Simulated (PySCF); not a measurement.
Ligands exchanged one at a time, In H-CH3. All species are isolated molecules in the gas phase. Strings in code marks are SMILES.

Calculation: PBE-D3(BJ)/def2-TZVP // PBE0-D4/def2-TZVP in PySCF 2.14.0. Excitations are Tamm–Dancoff values on a coarser integration grid. The basis has no diffuse functions, so Rydberg states are missing or too high.

```csv
species,T1 excitation (TDA) (eV),brightest of the four lowest singlets (TDA) (eV),S1 excitation (TDA) (eV)
0 of 3 H replaced by CH3 (`[InH3]`),–,–,–
1 of 3 H replaced by CH3 (`[CH3][InH2]`),3.97,6.52,4.24
2 of 3 H replaced by CH3 (`[CH3][InH][CH3]`),3.99,6.05,4.21
3 of 3 H replaced by CH3 (`[CH3][In]([CH3])[CH3]`),4.14,5.74,4.36
```
